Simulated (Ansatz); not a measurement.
Input file for Ansatz (a program for electronic structure): R-wB97M-V/def2-TZVPPD on BH3O (SMILES BO) with ghost functions. Files ending in .json are basis or fitting sets from the Basis Set Exchange.

Ansatz 0.2 input:
```yaml
crystal:
  periodic: [false, false, false]
  atoms:
    - {symbol: B, position_ang: [0.86518506, -0.01031979, 3.86085167]}
    - {symbol: O, position_ang: [-0.36587869, -0.26582074, 3.38855832]}
    - {symbol: H, position_ang: [1.04312905, -0.09013156, 5.03834498]}
    - {symbol: H, position_ang: [1.75612823, 0.28984613, 3.10975540]}
    - {symbol: H, position_ang: [-0.42930763, -0.18001223, 2.42238847]}
basis:
  gaussian:
    orbitals: def2-TZVPPD.json
    ghost_atoms:
      - {symbol: B, position_ang: [-0.78249207, 0.03356036, -0.55957221]}
      - {symbol: O, position_ang: [-0.05463652, 0.10726250, 0.58399616]}
      - {symbol: H, position_ang: [-1.92537720, -0.27307727, -0.44197787]}
      - {symbol: H, position_ang: [-0.26913211, 0.27111895, -1.61051570]}
      - {symbol: H, position_ang: [0.86929821, 0.35718925, 0.46689350]}
hamiltonian:
  xc: {name: wB97M-V}
scf: {lower_state_search: off}
```

The log:

```
WARN ansatz: RAYON_NUM_THREADS=1 ignored (pool sized by the plan → 1); use --threads N
Functional definition: wB97M-V
these checks for a lower state are left out or cut short: stability, starts, cluster_reference, orbital_swaps, neighbouring_geometries, increment
integrals: 0.18 GiB planned
1005 factors; their error is unknown
integrals: 0.22 GiB planned
380 factors; integrals over basis functions are off by at most 3.2e-5 eV
mean field: 1.61 GiB planned
mean field evaluation 1: about -2770.0618 eV, gradient 4.2e1 eV
mean field evaluation 2: about -2769.3221 eV, gradient 4.9e1 eV
mean field evaluation 4: about -2773.0341 eV, gradient 7.8e-1 eV
mean field evaluation 8: about -2773.0329 eV, gradient 3.5e-1 eV
mean field evaluation 16: about -2773.0330 eV, gradient 4.7e-6 eV
mean field -2773.03303485 eV, -101.9070844014 hartree, gradient 4.7e-6 eV, S^2 0.000000; 0 other end points of the search recorded, 0 dependent functions left out
reference -2773.03308922 eV, -101.9070863994 hartree; 8, 8 occupied and 248, 248 virtual orbitals, 1005 factors
Total energy: -2773.03308922 eV, -101.9070863994 hartree
Checks for a lower state left out: stability, starts, cluster_reference, orbital_swaps, neighbouring_geometries, increment
```

The run converged.

Cost: very roughly 7 core-seconds.
